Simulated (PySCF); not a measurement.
**AuSe: frontier orbitals**

UHF at R = 2.328 Å; Au def2-TZVPP with ECP60, Se def2-TZVPP; scalar-relativistic core potentials (PySCF 2.14). State: ²Π (doublet), unpaired electrons π ↑. Only the outer orbitals are listed, counted within each symmetry, core potentials removing the inner ones.

```tsv
spin	orbital	occ.	ε (eV)	on Au (%)	main shells (%)
α	5π	1	-14.39	87	87 Au d, 12 Se p
α	10σ	1	-14.20	77	77 Au d, 18 Se p
α	5π	1	-14.14	93	93 Au d
α	2δ	1	-13.42	100	100 Au d
α	2δ	1	-13.42	100	100 Au d
α	6π	1	-10.50	13	87 Se p, 12 Au d
α	11σ	1	-9.93	43	56 Se p, 29 Au s, 13 Au d
α	6π	1	-9.00	9	92 Se p
α	12σ	0	-0.32	87	62 Au s, 23 Au p, 13 Se p
α	7π	0	1.91	102	102 Au p
α	7π	0	2.08	102	101 Au p
β	9σ	1	-21.58	10	88 Se s
β	5π	1	-14.10	94	94 Au d
β	10σ	1	-13.85	78	77 Au d, 14 Se p
β	5π	1	-13.73	98	98 Au d
β	2δ	1	-13.41	100	100 Au d
β	2δ	1	-13.41	100	100 Au d
β	11σ	1	-9.59	45	54 Se p, 35 Au s, 9 Au d
β	6π	1	-8.48	8	92 Se p
β	12σ	0	-0.22	84	54 Au s, 26 Au p, 16 Se p
β	6π	0	0.16	35	65 Se p, 34 Au p
β	7π	0	2.03	101	101 Au p
```

Task: Which are the highest filled and the lowest empty level, where do they sit, and how wide is the gap?

Result: Highest filled β 6π at -8.48 eV (in %: 92 Se p); lowest empty α 12σ at -0.32 eV (in %: 62 Au s, 23 Au p, 13 Se p); the gap at UHF is 8.16 eV.

The bond order (Mayer) is 1.09, the ⟨S²⟩ is 0.765 and the charge on Au (Mulliken, basis-dependent) is 0.39. The charge on Au (Löwdin, basis-dependent) is 0.06. The dipole moment (positive dipole means Au(−)Se(+)) is -4.05 D. The polarisability along the bond is 77.2 bohr³. The polarisability across the bond is 42.5 bohr³.

Shares are Mulliken populations and can fall outside 0 to 100 %.

Spin–orbit coupling is left out. The state is the lowest single determinant that the PBE0 search found; with open d or f shells the true ground state can be another one.
